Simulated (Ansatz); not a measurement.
tris(4-fluorophenyl)sulfonium (C₁₈H₁₂F₃S⁺), 34 atoms. Hardware: 8 threads of Arm Neoverse V1 on a shared host.

Correlated methods freeze 26 core orbitals. Single mean-field runs in def2-TZVP are fitted with def2-universal-jkfit.

(1) How many basis functions does each of these Ansatz runs have, and roughly what does it cost? ωB97M-V/def2-SVP, charge 0 doublet at the geometry of the charge 1 singlet, energy, from earlier orbitals; PBE-D4/def2-SVP, charge 1 singlet, energy, from earlier orbitals; PBE0-D4/def2-SVP, charge 0 doublet at the geometry of the charge 1 singlet, energy; ωB97M-V/def2-SVP, charge 1 singlet, energy, from earlier orbitals; HF/STO-3G, charge 1 singlet, energy; PBE0-D4/def2-SVP, charge 1 triplet at the geometry of the charge 1 singlet, energy; PBE0-D4/def2-TZVP, charge 1 singlet, energy, from earlier orbitals; r2SCAN-D4/def2-SVP, charge 1 singlet, energy and forces, from earlier orbitals; PBE-D4/def2-SVP, charge 0 doublet at the geometry of the charge 1 singlet, energy, from earlier orbitals; MP2/def2-SVP, charge 1 singlet, energy, from earlier orbitals; PBE-D4/def2-SVP, charge 0 doublet, relaxation, 21 steps; PBE-D4/def2-SVP, charge 1 singlet, relaxation, 24 steps.

## Answers

(1) Other jobs shared the machine, so times can vary by a factor of up to 3. A dash marks memory too small to be measured apart from the calling script's.

| run | functions | fitting or Cholesky vectors | wall time | peak host memory (GiB) |
| --- | --- | --- | --- | --- |
| HF/STO-3G, charge 1 singlet, energy | 126 | 1796 | 1.4 s | – |
| PBE-D4/def2-SVP, charge 1 singlet, energy, from earlier orbitals | 372 | 4189 | 6.5 s | 1.1 |
| r2SCAN-D4/def2-SVP, charge 1 singlet, energy and forces, from earlier orbitals | 372 | 4189 | 15 s | 1.1 |
| MP2/def2-SVP, charge 1 singlet, energy, from earlier orbitals | 372 | 3799 | 23 s | 2.2 |
| ωB97M-V/def2-SVP, charge 1 singlet, energy, from earlier orbitals | 372 | 4189 | 42 s | 3.6 |
| PBE0-D4/def2-TZVP, charge 1 singlet, energy, from earlier orbitals | 760 | 1925 | 43 s | 5.1 |
| PBE-D4/def2-SVP, charge 0 doublet at the geometry of the charge 1 singlet, energy, from earlier orbitals | 372 | 4189 | 44 s | 2.9 |
| PBE0-D4/def2-SVP, charge 1 triplet at the geometry of the charge 1 singlet, energy | 372 | 3799 | 54 s | 3.3 |
| PBE0-D4/def2-SVP, charge 0 doublet at the geometry of the charge 1 singlet, energy | 372 | 3799 | 83 s | 3.7 |
| PBE-D4/def2-SVP, charge 1 singlet, relaxation, 24 steps | 372 | 4189 | 2.1 min | 1.1 |
| ωB97M-V/def2-SVP, charge 0 doublet at the geometry of the charge 1 singlet, energy, from earlier orbitals | 372 | 3799 | 2.5 min | 5.1 |
| PBE-D4/def2-SVP, charge 0 doublet, relaxation, 21 steps | 372 | 4189 | 3.2 min | 1.1 |
